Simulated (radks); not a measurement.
Results of a calculation; reference values are marked as such.
Question: Species: Ru29+. Configuration: [Ne] 3s2 3p3. Level of theory: scalar-relativistic Kohn-Sham, exchange-only LDA, spin-polarised, spherical densities, point nucleus; open shells are filled with parallel spins first (spin-orbit coupling, left out, can overturn this in heavy ions) (a radial shooting solver on a logarithmic mesh with Libxc functionals). Some entries of the table are withheld. Estimate them.

orbital,occ.,eigenvalue (hartree),r(max) (bohr)
1s up,1,-859.3698,0.02174
1s down,1,-859.1509,0.02174
2s up,1,(1),0.1224
2s down,1,(2),0.1224
2p up,3,-156.5344,0.09759
2p down,3,-156.2871,0.09765
3s up,1,-63.51462,(3)
3s down,1,-62.81356,(4)
3p up,3,(5),0.3226
3p down,0,(6),0.3226

Answer: 
(1) 2s up eigenvalue (hartree): -168.0465
(2) 2s down eigenvalue (hartree): -167.8378
(3) 3s up r(max) (bohr): 0.3351
(4) 3s down r(max) (bohr): 0.3351
(5) 3p up eigenvalue (hartree): -59.84099
(6) 3p down eigenvalue (hartree): -59.13621
